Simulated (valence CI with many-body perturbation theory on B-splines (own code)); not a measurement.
# Gd XV: calculated level list

Calculated by configuration interaction combined with many-body perturbation theory (CI+MBPT): four valence electrons over a frozen Dirac-Fock core [Kr] 4d10, a basis of 7 s, 7 p, 7 d, 7 f, 4 g, 2 h functions for each j, with the one-electron correlation potential Σ1, the two-electron term Σ2, the three-electron term Σ3, Breit, model QED; selected CI, second order for the rest, scaled by the run's own slope (own B-spline code, finite nucleus).

No measured spectrum was set against this ion. As an estimate, terms of the open shell hold to a few per cent of their energy, and close levels can change places; configurations with another count of f electrons can be misplaced by thousands of cm⁻¹.

Levels 46 to 90 of 194, with energies above the lowest level, 4f³5s ⁵I°_4. "Leading %" is the weight of the configuration and term that name the level; weights of strongly mixed levels are sums over their largest components and can fall short. Lifetimes count E1, E2, E3, M1 and M2 decay at the calculated energies, and are blank where another channel may lead or the interval is too uncertain; long ones can be off by a factor of two.

```
No.  Configuration  Term  J  E (cm⁻¹)  Leading %      g  Lifetime  Second component
 46          4f³5s   ³G°  5     46035         59  1.153   36.8 ms    27 % 4f³5s ¹H°
 47            4f⁴    ⁵S  2     46704         89  1.931    182 ms        8 % 4f⁴ ³P
 48          4f³5s   ³P°  0     46793         79           132 ms    21 % 4f³5s ⁵D°
 49            4f⁴    ⁵F  4     47186         74  1.272   7.75 ms       10 % 4f⁴ ³G
 50         4f²5s²    ³H  6     48555         92  1.164   6.37 ms        5 % 4f⁴ ³H
 51          4f³5s   ³G°  3     48857         93  0.768   55.8 ms                  
 52            4f⁴    ³K  6     49061         97  0.861   16.4 ms                  
 53          4f³5s   ³D°  3     49434         89  1.305   58.2 ms     8 % 4f³5s ³F°
 54          4f³5s   ³P°  1     49461         45  1.166   43.7 ms    21 % 4f³5s ³D°
 55          4f³5s   ¹K°  7     49761         73  0.983   41.6 ms    18 % 4f³5s ³L°
 56            4f⁴    ⁵F  5     50166         85  1.366   6.81 ms       10 % 4f⁴ ³G
 57         4f²5s²    ³F  3     50304         92  1.085   3.75 ms                  
 58         4f²5s²    ³F  4     50834         48  1.129   2.48 ms    41 % 4f²5s² ¹G
 59          4f³5s   ³G°  4     50841         38  1.087   38.9 ms    30 % 4f³5s ³F°
 60            4f⁴    ³K  7     51402         74  0.992   17.1 ms       21 % 4f⁴ ³L
 61            4f⁴    ³H  4     51721         43  0.991   1.56 ms       16 % 4f⁴ ⁵F
 62            4f⁴    ⁵G  2     52158         87  0.381    407 μs        9 % 4f⁴ ³F
 63          4f³5s   ³D°  2     52182         49  1.245   40.9 ms    18 % 4f³5s ⁵D°
 64            4f⁴    ⁵G  3     52861         66  0.883    640 μs       27 % 4f⁴ ³G
 65          4f³5s   ⁵D°  2     53838         61  1.422   12.1 ms    17 % 4f³5s ³P°
 66          4f³5s   ³G°  4     53921         62  1.048   37.5 ms    22 % 4f³5s ¹G°
 67          4f³5s   ⁵D°  3     54134         80  1.455   19.2 ms    16 % 4f³5s ³D°
 68            4f⁴    ³K  8     54231         58  1.081   16.7 ms       19 % 4f⁴ ³L
 69          4f³5s   ⁵D°  1     54470         71  1.396   6.69 ms    16 % 4f³5s ³P°
 70          4f³5s   ⁵D°  0     55351         79          4.84 ms    21 % 4f³5s ³P°
 71          4f³5s   ³G°  5     56459         51  1.058   11.4 ms    28 % 4f³5s ³I°
 72            4f⁴    ³H  5     56495         44  1.155   1.12 ms       30 % 4f⁴ ⁵G
 73            4f⁴    ⁵G  4     57170         70  1.056    628 μs       24 % 4f⁴ ³H
 74          4f³5s   ³I°  6     58172         75  1.051   6.00 ms    19 % 4f³5s ³H°
 75          4f³5s   ³I°  5     58336         56  0.986   5.60 ms    40 % 4f³5s ³G°
 76          4f³5s   ¹D°  2     58539         63  1.103   17.8 ms    17 % 4f³5s ³P°
 77          4f³5s   ⁵D°  4     58656         98  1.494   14.6 ms                  
 78            4f⁴    ³G  3     58764         68  0.813    851 μs       27 % 4f⁴ ⁵G
 79         4f²5s²    ¹G  4     59392         48  1.113   2.28 ms    45 % 4f²5s² ³F
 80          4f³5s   ¹P°  1     59793         67  0.972   20.2 ms    20 % 4f³5s ³D°
 81            4f⁴    ³D  2     59825         52  1.210   2.78 ms       19 % 4f⁴ ³P
 82          4f³5s   ³L°  7     59827         76  0.913   31.5 ms    11 % 4f³5s ¹K°
 83          4f³5s   ³L°  8     60282         90  1.019   44.9 ms     6 % 4f³5s ³K°
 84            4f⁴    ³L  7     60843         77  0.906   10.3 ms       21 % 4f⁴ ³K
 85            4f⁴    ⁵G  5     60845         61  1.173    756 μs       36 % 4f⁴ ³H
 86          4f³5s   ³I°  7     60920         91  1.124   8.16 ms     5 % 4f³5s ¹K°
 87            4f⁴    ⁵G  6     61741         67  1.275    771 μs       28 % 4f⁴ ³H
 88            4f⁴    ³P  1     62067         53  1.010   2.98 ms       42 % 4f⁴ ³D
 89          4f³5s   ³L°  9     62296        100  1.110   61.1 ms                  
 90            4f⁴    ³L  8     62796         48  1.008   26.8 ms       26 % 4f⁴ ³M
```

Names give the largest LS component (configuration and term), which can be under half, so a name can repeat, a term be missing and a line seem to break the LS rules; names also repeat where a configuration has a term twice.

Where two levels of one J and parity lie close, their mixing, g and order are uncertain.
